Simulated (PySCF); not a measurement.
Where the electron goes

Species: CH8AsB.
Cartesian coordinates in Å at the PBE0-D3(BJ)/def2-SVP level; atoms count from 1:
```
atom  x, y, z in Å
B1     1.6146    0.6084   -0.5657
As2    0.0459   -0.5812   -0.0571
C3    -1.4925    0.3343    0.6806
H4     1.8911    1.1455    0.4968
H5     1.1197    1.3575   -1.3950
H6     2.4658   -0.1498   -0.9977
H7     0.2808   -1.6653    0.9697
H8    -0.5870   -1.4264   -1.1388
H9    -2.2995   -0.3645    0.9349
H10   -1.1695    0.8778    1.5788
H11   -1.8466    1.0625   -0.0616
```

Computed with TDDFT CAM-B3LYP/def2-SVPD, vertical, gas phase, core orbitals frozen in the response in PySCF. Relativistic effects, spin–orbit coupling among them, are left out although an element past zinc is present.

Kohn–Sham orbitals with the atoms that hold most of them (Löwdin shares over 4%, at most four atoms; ? is withheld):

| orbital | ε (eV) | atoms |
| --- | --- | --- |
| LUMO+2 | 1.63 | B1 54%, As2 10%, H4 7%, H5 6% |
| LUMO+1 | 1.26 | As2 21%, C3 17%, H8 14%, H7 14% |
| LUMO | 0.66 | ? |
| HOMO | -9.71 | ? |
| HOMO-1 | -9.80 | B1 41%, H6 23%, H5 11%, H4 11% |
| HOMO-2 | -9.82 | B1 42%, H5 21%, H4 21%, As2 9% |
| HOMO-3 | -12.19 | C3 35%, As2 30%, H7 7%, H8 7% |

(1) Which atoms hold the HOMO, and with what shares?

(2) Which atoms hold the LUMO, and with what shares?

(3) How does S1 compare with the orbital gap of 10.37 eV?

## Answers

(1) As2 (bonded to B, C and 2 H) 31%; B1 (bonded to As and 3 H) 30%; H6 (bonded to B) 11%; C3 (bonded to As and 3 H) 9%.

(2) As2 (bonded to B, C and 2 H) 26%; C3 (bonded to As and 3 H) 19%; H7 (bonded to As) 12%; H8 (bonded to As) 12%. By element: arsenic 26%, hydrogen 25% or more, carbon 19%.

(3) S1 is at 7.33 eV (f = 0.032), 3.05 eV below the gap, made of HOMO→LUMO (90%). 

Next come S2 at 7.66 eV (f 0.0006), HOMO-2→LUMO (93%); S3 at 7.68 eV (f 0.011), HOMO-1→LUMO (76%), HOMO→LUMO+1 (13%); S4 at 7.93 eV (f 0.065), HOMO→LUMO+1 (65%), HOMO-1→LUMO+1 (15%), HOMO-1→LUMO (10%); S5 at 7.99 eV (f 0.025), HOMO→LUMO+3 (90%).

Löwdin shares depend on the basis, the more so with diffuse functions.
